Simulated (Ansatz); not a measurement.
Ansatz (a quantum-chemistry and plane-wave program) input (RI-MP2/def2-QZVPPD):
A basis named .json is the Basis Set Exchange file of that set.

Ansatz 0.2 input:
```yaml
crystal:
  periodic: [false, false, false]
  atoms:
    - {symbol: C, position_ang: [1.62575650, -1.20756751, -0.60807486]}
    - {symbol: Ge, position_ang: [-0.00624240, -0.28282447, -0.08997148]}
    - {symbol: C, position_ang: [-1.68045541, -1.27067718, -0.18029874]}
    - {symbol: Cl, position_ang: [0.24472866, 0.42322641, 1.95390634]}
    - {symbol: Cl, position_ang: [-0.20264837, 1.48330629, -1.34740447]}
    - {symbol: H, position_ang: [1.77467286, -2.07247314, 0.03755691]}
    - {symbol: H, position_ang: [2.46968272, -0.52865042, -0.50443326]}
    - {symbol: H, position_ang: [1.54664476, -1.53215036, -1.64512140]}
    - {symbol: H, position_ang: [-2.49511078, -0.62341945, 0.13793940]}
    - {symbol: H, position_ang: [-1.85566621, -1.59709439, -1.20491144]}
    - {symbol: H, position_ang: [-1.62763811, -2.13741717, 0.47776687]}
basis:
  gaussian:
    orbitals: def2-QZVPPD.json
    fitting: {mean_field: def2-universal-jkfit, correlation: def2-QZVPPD-RIFIT.json}
magnetization: {spin_polarized: false}
correlation: {method: mp2, electrons: outside_noble_gas}
```

End of the output:

```
integrals: 1.66 GiB planned
780 factors; integrals over basis functions are off by at most 1.6e0 eV
1.75 GiB of device memory are held for the factors and their scratch space
mean field: 3.50 GiB planned
mean field evaluation 1: about -83640.3097 eV, gradient 3.6e1 eV
mean field evaluation 2: about -83643.0435 eV, gradient 1.7e1 eV
mean field evaluation 4: about -83643.6057 eV, gradient 1.7e0 eV
mean field evaluation 8: about -83643.6142 eV, gradient 1.5e-6 eV
mean field -83643.61420277 eV, -3073.8461262740 hartree, gradient 1.5e-6 eV, S^2 0.000000; 0 other end points of the search recorded, 0 dependent functions left out
26 core orbitals not correlated
1384 factors; their error is unknown
reference -83643.61420277 eV, -3073.8461262740 hartree; 16, 16 occupied and 535, 535 virtual orbitals, 1384 factors
second order -24.98249648 eV of doubles, -0.00000000 eV of singles
Total energy: -83668.59669926 eV, -3074.7642160860 hartree
```
